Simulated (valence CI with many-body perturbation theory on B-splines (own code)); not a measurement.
Values are calculated unless marked as measured or tabulated.
From CI to CI+MBPT in Re61+

Method: configuration interaction combined with many-body perturbation theory (CI+MBPT): four valence electrons over a frozen Dirac-Fock core [Ne], radial functions for each j: 11 s, 11 p, 9 d, 7 f, 5 g, 2 h, 1 i, with the one-electron correlation potential Σ1, the two-electron term Σ2, the three-electron term Σ3, Breit, model QED; selected CI, second order for the rest (own B-spline code, finite nucleus).

No measured spectrum was set against this ion. As an estimate, large intervals hold to a few tenths of a per cent, small ones and those within an open d or f shell to about a per cent.

Each rung adds one term. CI alone is the Dirac-Coulomb CI over the frozen core; QED comes last and gives the full result, which names the levels. Energies are above (3s^2 3p1/2^2) J=0 on the same rung, in eV.

Levels are named by their leading jj configuration (3d3/2^4 stands for four electrons in 3d with j = 3/2), which in mixed levels can hold well under half, so a name can repeat and another be missing. Letters in brackets count levels of one name in rising energy.

| Level | CI alone | + Σ1 | + Σ2 | + Σ3 | + Breit | Full |
| --- | --- | --- | --- | --- | --- | --- |
| (3s^2 3p1/2 3p3/2) J=1 | 375.38 | 375.57 | 375.72 | 375.74 | 371.05 | 371.48 |
| (3s^2 3p1/2 3p3/2) J=2 | 385.41 | 385.61 | 385.72 | 385.72 | 380.51 | 380.93 |
| (3s 3p1/2^2 3p3/2) J=2 | 549.12 | 549.04 | 549.12 | 549.19 | 548.19 | 543.93 |
| (3s 3p1/2^2 3p3/2) J=1 | 577.21 | 577.13 | 576.96 | 577.00 | 575.57 | 571.90 |
| (3s^2 3p1/2 3d3/2) J=2 | 602.30 | 602.24 | 602.13 | 602.08 | 595.97 | 595.44 |
| (3s^2 3p1/2 3d3/2) J=1 | 647.20 | 647.14 | 646.36 | 646.21 | 641.46 | 640.23 |
| (3s^2 3p1/2 3d5/2) J=2 | 710.39 | 710.49 | 710.09 | 709.98 | 702.21 | 701.82 |
| (3s^2 3p1/2 3d5/2) J=3 | 712.31 | 712.42 | 712.14 | 712.03 | 703.32 | 703.03 |
| (3s^2 3p3/2^2) J=2 | 767.61 | 768.00 | 768.27 | 768.27 | 758.79 | 759.57 |
| (3s 3p1/2^2 3d3/2) J=1 | 779.34 | 779.00 | 778.76 | 778.74 | 777.48 | 772.19 |
| (3s 3p1/2^2 3d3/2) J=2 | 787.37 | 787.04 | 786.77 | 786.72 | 785.03 | 779.77 |
| (3s^2 3p3/2^2) J=0 | 787.95 | 788.34 | 788.55 | 788.52 | 779.58 | 780.38 |
| (3s 3p1/2^2 3d5/2) J=3 | 883.48 | 883.30 | 882.87 | 882.80 | 878.60 | 873.54 |
| (3s 3p1/2^2 3d5/2) J=2 | 897.43 | 897.26 | 896.78 | 896.66 | 892.82 | 887.73 |
| (3s 3p1/2 3p3/2^2) J=2 [a] | 915.17 | 915.28 | 915.59 | 915.66 | 910.23 | 906.44 |
| (3s 3p1/2 3p3/2^2) J=3 | 935.15 | 935.27 | 935.48 | 935.54 | 929.05 | 925.33 |
| (3s 3p1/2 3p3/2^2) J=0 | 945.41 | 945.52 | 945.77 | 945.82 | 940.41 | 936.99 |
| (3s 3p1/2 3p3/2^2) J=2 [b] | 961.70 | 961.82 | 961.78 | 961.82 | 954.80 | 951.93 |
| (3s 3p1/2 3p3/2^2) J=1 [a] | 961.44 | 961.56 | 961.55 | 961.59 | 955.49 | 952.18 |

Question: How does the ionisation energy move along the ladder, and which term matters most?

Answer: CI alone 6821.4, + Σ1 6822.5, + Σ2 6822.7, + Σ3 6822.4, + Breit 6811.8, + QED 6811.6 eV. The largest step is Breit, -10.6 eV. NIST lists 6810 ± 12 eV (theoretical).
